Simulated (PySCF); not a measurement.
PySCF input:

```python
from pyscf import gto, scf, dft

mol = gto.M(
    atom='''
    Ga    0.00000000    0.00000000    0.00000000
    F     0.00000000    0.00000000    1.67033866
    F    -0.00000000   -0.00000000   -1.67033866
    ''',
    basis='def2-tzvpd',
    charge=0,
    spin=1,
    symmetry='D2h',
    verbose=4,
)

mf = dft.UKS(mol, xc='m062x').density_fit(auxbasis='def2-universal-jkfit')
mf.grids.level = 4
mf.conv_tol = 1e-9
mf.max_cycle = 100
mf.max_memory = 1500
mf.kernel()
if not mf.converged:
    mf = mf.newton()
    mf.kernel(mf.make_rdm1())
mf.analyze()
```

### Question
Which total energy does the run end on?

### Answer
-2124.57366 Eh (M06-2X/def2-TZVPD).

This state (charge 0, doublet) is run at the relaxed geometry of the species with charge 1 and multiplicity 1.
